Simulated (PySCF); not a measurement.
Input for PySCF: R-HF/STO-3G on C2H4 (SMILES C=C).

```python
from pyscf import gto, scf, dft, mp
from pyscf.data.elements import chemcore

mol = gto.M(
    atom='''
    C     0.54158541   -0.47513715    0.21440206
    C    -0.39644416    0.46075376    0.22515610
    H     0.53829570   -1.28306080    0.93615322
    H     1.34178418   -0.47278051   -0.51613677
    H    -0.40370765    1.26947999   -0.49598543
    H    -1.19576630    0.44792732    0.95627562
    ''',
    basis='sto-3g',
    charge=0, spin=0, verbose=3, max_memory=1800)
mf = scf.RHF(mol)
mf.conv_tol = 1e-8
mf.max_cycle = 100
mf.kernel()
if not mf.converged:
    mf = mf.newton().run(mf.mo_coeff, mf.mo_occ)
```

The log:

```
converged SCF energy = -77.073301424134
```

The run converged.

Cost: around 0.08 core-seconds (rough).
